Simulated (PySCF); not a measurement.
Here is a computed PBE0-D3(BJ)/def2-SVP geometry (Å):
```
atom  x, y, z in Å
C1     1.5470   -0.1742    0.1050
S2     0.2829   -0.9066    1.1967
Ge3   -1.5073    0.0354    0.3437
F4    -1.5018    1.7450    0.7063
H5     2.4933   -0.6826    0.3331
H6     1.3083   -0.3375   -0.9557
H7     1.6622    0.9001    0.3014
H8    -2.7455   -0.5635    1.0182
H9    -1.4801   -0.0329   -1.1910
```

Neutral, closed shell.

Task: Read off the bonds between heavy atoms and their formal orders.

Result: C1–S2 1.82 Å (single); S2–Ge3 2.20 Å (single); Ge3–F4 1.75 Å (single). Bonds to hydrogen (Å): C1–H5 1.10; C1–H6 1.10; C1–H7 1.10; Ge3–H8 1.53; Ge3–H9 1.54.

Task: Give the structure as a SMILES string.

Result: `C[S][GeH2][F]`, CH5FGeS.

Task: Name the point group.

Result: C1 (no symmetry element, even within 0.4 Å).

Task: Describe the place of each heavy atom.

Result: C1: S-methyl carbon; S2: sulfur bonded to C and Ge; Ge3: germanium bonded to F, S and 2 H; F4: fluorine bonded to Ge.

Task: What is the arrangement about S2?

Result: It has 2 neighbours (C1, Ge3) and is bent (angle 99.2°).

Task: What is the arrangement about Ge3?

Result: It has 4 neighbours (S2, F4, H8, H9) and is distorted tetrahedral (angles from 104.5° to 115.9°).
